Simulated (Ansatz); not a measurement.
Gas-phase electronic energies from Ansatz, PBE0-D4/def2-TZVP geometries. CBS: MP2 limit from def2 TZ/QZ plus the TZ coupled-cluster correction, frozen cores. Functionals use def2-TZVPP. B3LYP here is the variant with VWN-RPA as its local correlation; programs differ in this. One conformer a species, not always the lowest.

`C[SiH](N)CN` + `CCS` → `CCSCN` + `C[SiH2]N`  (substitution at a C–Si bond)

`C[SiH](N)CN`:

Z-matrix (Å, degrees):
```
C
Si 1 1.863
H 1 1.093 2 111.7
H 1 1.093 2 110.4 3 -119.8
H 1 1.092 2 110.1 3 121.0
N 2 1.732 1 107.5 3 -58.7
C 2 1.879 1 112.2 3 -175.7
H 2 1.498 1 109.7 3 65.4
H 6 1.008 2 119.6 1 172.0
H 6 1.008 2 118.7 1 32.5
N 7 1.458 2 109.7 1 59.8
H 7 1.104 2 109.0 1 -173.8
H 7 1.097 2 107.7 1 -59.4
H 11 1.013 7 110.1 2 52.5
H 11 1.012 7 111.7 2 172.1
```

`CCS`:

Cartesian coordinates in Å:
```
C -0.467 0.649 -0.537
C 0.630 -0.010 0.272
S 0.487 -1.813 0.385
H -0.508 0.237 -1.547
H -0.298 1.727 -0.608
H -1.444 0.493 -0.073
H 1.605 0.150 -0.194
H 0.688 0.407 1.280
H -0.694 -1.840 1.024
```

`CCSCN`:

Cartesian coordinates in Å:
```
C -1.014 0.756 -1.493
C 0.115 1.194 -0.583
S -0.205 0.937 1.177
C -0.011 -0.852 1.287
N 1.317 -1.275 0.906
H -1.941 1.279 -1.251
H -0.764 0.962 -2.538
H -1.200 -0.317 -1.408
H 0.299 2.267 -0.676
H 1.046 0.676 -0.822
H -0.301 -1.081 2.322
H -0.735 -1.344 0.632
H 2.005 -0.917 1.557
H 1.387 -2.285 0.890
```

`C[SiH2]N`:

Cartesian coordinates in Å:
```
C -0.275 0.247 1.349
Si 0.234 -0.607 -0.236
N 0.132 0.330 -1.676
H -0.173 -0.433 2.201
H -1.316 0.576 1.304
H 0.349 1.124 1.543
H -0.641 -1.796 -0.430
H 1.652 -1.041 -0.102
H -0.762 0.544 -2.088
H 0.802 1.056 -1.865
```

```tsv
level	ΔE (kcal/mol)	difference from CCSD(T)/CBS
PBE-D4	6.2	-0.3
r2SCAN-D4	6.7	0.2
PBE0-D4	6.6	0.1
B3LYP-D4	6.6	0.1
ωB97X-V	6.6	0.1
ωB97M-V	7.2	0.7
B2PLYP	6.4	-0.1
PBE	6.0	-0.5
r2SCAN	6.6	0.1
PBE0	6.5	0.0
B3LYP	6.4	-0.1
HF/def2-TZVPP	6.4	-0.1
MP2/def2-TZVPP	6.4	-0.1
SCS-MP2/def2-TZVPP	6.2	-0.3
CCSD/def2-TZVPP	7.3	0.8
CCSD(T)/def2-TZVPP	6.9	0.4
HF/def2-QZVPP	6.3	-0.2
MP2/def2-QZVPP	6.1	-0.4
SCS-MP2/def2-QZVPP	6.0	-0.5
HF/CBS(def2)	6.3	-0.2
MP2/CBS(def2)	6.0	-0.5
CCSD/CBS(def2)	6.9	0.4
CCSD(T)/CBS	6.5	0
```

Largest T1 diagnostic among the species: 0.010.
